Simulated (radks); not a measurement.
Charge is removed step by step from the 3s level of neutral germanium, starting from [Ar] 3d10 4s2 4p2. All-electron calculation, scalar-relativistic Kohn-Sham, LDA (Slater exchange, Perdew-Wang correlation), spin-unpolarised, spherical densities, finite nucleus; Fermi nuclear charge, rms radius 4.0742 fm. Program: a radial shooting solver on a logarithmic mesh with Libxc functionals.

removed (e),E - E(0) (eV),eigenvalue (eV),E minus straight line (eV)
0,0.000,-167.74,0.000
0.1,16.867,-169.70,-0.938
0.2,33.933,-171.71,-1.677
0.3,51.201,-173.75,-2.214
0.4,68.676,-175.84,-2.545
0.5,86.361,-177.96,-2.665
0.6,104.26,-180.11,-2.571
0.7,122.37,-182.29,-2.261
0.8,140.71,-184.51,-1.732
0.9,159.27,-186.75,-0.979
1,178.05,-189.02,0.000

Removing the whole electron costs 178.05 eV by Delta-SCF, against 167.74 eV from minus the eigenvalue at the starting occupation. Slater's transition state (half an electron removed) gives 177.96 eV. Integrating minus the eigenvalue over the occupation (Janak's theorem) gives 178.10 eV. In this scalar-relativistic scheme the density is built from large components alone, so the theorem holds only approximately. The mean slope of the eigenvalue, de/dn, is 21.3 eV per electron.
